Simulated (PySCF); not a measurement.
# Stationary points of H₃CrN

These are results of PBE0/[Cr def2-TZVP, N def2-TZVP, H def2-TZVP], no relativity, density fitting, PySCF, not measurements.

Relaxations began from a few typed shapes. The search is not exhaustive: other isomers or separated fragments can lie lower, and high-lying points may rest on an excited occupation.

(1) Order these stationary points by electronic energy, lowest first, in kJ/mol from the lowest minimum.
A. singlet C1: Cr–H 1.593 Å, Cr–H 1.622 Å, Cr–H 1.668 Å, Cr–N 1.484 Å, H–H 0.891 Å; Cr–H–H 71.5°, Cr–H–H 77.1°, H–Cr–H 31.4°, H–Cr–H 71.5°, H–Cr–H 101.8°
B. singlet C2v: Cr–H 1.773 Å, Cr–H 1.807 Å (×2), Cr–N 1.494 Å; H–Cr–H 35.1° (×2), H–Cr–H 70.3°, H–Cr–N 144.9° (×2), H–Cr–N 180.0°
C. singlet (closed shell, unstable to spin polarisation) Cs: Cr–H 1.520 Å, Cr–H 1.577 Å (×2), Cr–N 1.482 Å; H–Cr–H 50.3° (×2), H–Cr–H 99.6°, H–Cr–N 97.6°, H–Cr–N 100.2° (×2)
D. singlet C3v: Cr–H 1.574 Å (×3), Cr–N 1.482 Å; H–Cr–H 119.0° (×3), H–Cr–N 95.6° (×3)
E. singlet Cs: Cr–H 1.667 Å, Cr–H 2.006 Å, Cr–N 1.487 Å, H–H 0.770 Å; Cr–H–H 85.2°, H–Cr–H 153.6°, H–Cr–N 90.6°, H–Cr–N 115.8°

(2) Which of them are minima?

## Answers

(1) A (0.0), C (12.1), D (42.5), E (84.4), B (150.8).

(2) By energy in kJ/mol, 0.0: minimum; 12.1: saddle point, 1 imaginary mode; 42.5: minimum; 84.4: saddle point, 1 imaginary mode; 150.8: saddle point, 2 imaginary modes.

For the lowest minimum: stability towards spin polarisation was not tested.
